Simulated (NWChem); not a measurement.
System: C2H4BF3; SMILES CB(F)C(F)F

Output (shortened):

```
             Northwest Computational Chemistry Package (NWChem) 7.3.0
             --------------------------------------------------------

 C1  symmetry detected

                             Geometry "geometry" -> ""
                             -------------------------

 Output coordinates in angstroms (scale by  1.889725989 to convert to a.u.)

  No.       Tag          Charge          X              Y              Z
 ---- ---------------- ---------- -------------- -------------- --------------
    1 C                    6.0000     1.40033650    -1.17392079    -0.38649145
    2 B                    5.0000    -0.04255405    -0.78745766     0.03776795
    3 F                    9.0000    -0.97658041    -1.69730549     0.27864824
    4 C                    6.0000    -0.48743431     0.75113595     0.18247192
    5 F                    9.0000     0.39129601     1.40060341     0.99408900
    6 F                    9.0000    -0.42231449     1.32398028    -1.05407513
    7 H                    1.0000     1.58310986    -2.25653738    -0.40826177
    8 H                    1.0000     1.59806961    -0.75152085    -1.38715151
    9 H                    1.0000     2.12736711    -0.68549240     0.28324398
   10 H                    1.0000    -1.50479939     0.92204416     0.57948761

 Effective nuclear repulsion energy (a.u.)     233.2716060436

                                 NWChem DFT Module
                                 -----------------

 Summary of "ao basis" -> "ao basis" (spherical)
 ------------------------------------------------------------------------------
       Tag                 Description            Shells   Functions and Types
 ---------------- ------------------------------  ------  ---------------------
 C                           sto-3g                  3        5   2s1p
 B                           sto-3g                  3        5   2s1p
 F                           sto-3g                  3        5   2s1p
 H                           sto-3g                  1        1   1s

            General Information
            -------------------
          SCF calculation type: DFT
          Wavefunction type:  closed shell.
          No. of atoms     :    10
          No. of electrons :    48
           Alpha electrons :    24
            Beta electrons :    24
          Charge           :     0
          Spin multiplicity:     1
          Use of symmetry is: off; symmetry adaption is: off
          Maximum number of iterations: 150
          AO basis - number of functions:    34
                     number of shells:    22
          Convergence on energy requested:  1.00D-06
          Convergence on density requested:  1.00D-05
          Convergence on gradient requested:  5.00D-04

              XC Information
              --------------
                         B3LYP Method XC Potential
                     Hartree-Fock (Exact) Exchange  0.200
                        Slater Exchange Functional  0.800 local
                    Becke 1988 Exchange Functional  0.720 non-local
              Lee-Yang-Parr Correlation Functional  0.810
                  VWN I RPA Correlation Functional  0.190 local

             Grid Information
             ----------------
          Grid used for XC integration:  medium
          Radial quadrature: Mura-Knowles
          Angular quadrature: Lebedev.
          Tag              B.-S. Rad. Rad. Pts. Rad. Cut. Ang. Pts.
          ---              ---------- --------- --------- ---------
          C                   0.70       49          10.0       434
          B                   0.85       49           7.0       434
          F                   0.50       49          10.0       434
          H                   0.35       45          11.0       434
          Grid pruning is: on
          Number of quadrature shells:   474
          Spatial weights used:  Erf1

      Superposition of Atomic Density Guess
      -------------------------------------

 Sum of atomic energies:        -394.38491225

      Non-variational initial energy
      ------------------------------

 Total energy =    -394.959704
 1-e energy   =   -1017.590657
 2-e energy   =     389.359347
 HOMO         =      -0.120950
 LUMO         =       0.248425

     ---------------------------------------------
      Total Density - Mulliken Population Analysis
     ---------------------------------------------

    Atom       Charge   Shell Charges
 -----------   ------   -------------------------------------------------------
    1 C    6     6.33   1.99  1.33  3.01
    2 B    5     4.28   1.99  1.02  1.27
    3 F    9     9.44   2.00  1.92  5.52
    4 C    6     5.28   1.99  1.21  2.08
    5 F    9     9.42   2.00  1.92  5.50
    6 F    9     9.42   2.00  1.92  5.50
    7 H    1     0.94   0.94
    8 H    1     0.93   0.93
    9 H    1     0.93   0.93
   10 H    1     1.02   1.02

   convergence    iter        energy       DeltaE   RMS-Dens  Diis-err
 ---------------- ----- ----------------- --------- --------- ---------
 d= 0,ls=0.0,diis     1   -397.1807831195 -6.30D+02  7.28D-02  1.28D+00
 d= 0,ls=0.0,diis     2   -396.9625010380  2.18D-01  4.25D-02  3.45D+00
 d= 0,ls=0.0,diis     3   -397.4144073904 -4.52D-01  8.88D-03  5.18D-02
 d= 0,ls=0.0,diis     4   -397.4214748419 -7.07D-03  2.73D-03  1.06D-02
 d= 0,ls=0.0,diis     5   -397.4231944398 -1.72D-03  2.62D-04  4.51D-05
  Resetting Diis
 d= 0,ls=0.0,diis     6   -397.4232026512 -8.21D-06  4.32D-05  1.55D-06
 d= 0,ls=0.0,diis     7   -397.4232028821 -2.31D-07  2.38D-05  1.66D-07
 d= 0,ls=0.0,diis     8   -397.4232028901 -8.07D-09  1.11D-05  1.26D-07
 d= 0,ls=0.0,diis     9   -397.4232029108 -2.07D-08  1.39D-06  2.28D-09

         Total DFT energy =     -397.423202910836
      One electron energy =    -1016.636956428818
           Coulomb energy =      434.077208642791
    Exchange-Corr. energy =      -48.135061168448
 Nuclear repulsion energy =      233.271606043638

 Numeric. integr. density =       47.999994953644

[...]
```

Level: B3LYP/STO-3G. Geometry: optimised at PBE0/def2-SVP.

### Question
Which NWChem input produces such a log?

### Answer
Several could match; the one computed here: the input that was run:
```
start job
memory heap 200 mb stack 900 mb global 1100 mb
geometry units angstroms noautoz
  C      1.380460    -1.236784    -0.354394
  B     -0.058793    -0.804957     0.037217
  F     -1.025170    -1.685018     0.260510
  C     -0.459492     0.747006     0.167521
  F      0.420902     1.372402     0.996064
  F     -0.350165     1.313005    -1.069060
  H      1.530505    -2.324541    -0.368883
  H      1.612608    -0.824324    -1.351803
  H      2.107411    -0.768255     0.329495
  H     -1.479513     0.950311     0.541803
end
basis spherical
  C library sto-3g
  B library sto-3g
  F library sto-3g
  H library sto-3g
end
dft
  xc b3lyp
  iterations 150
  mulliken
end
task dft energy
```
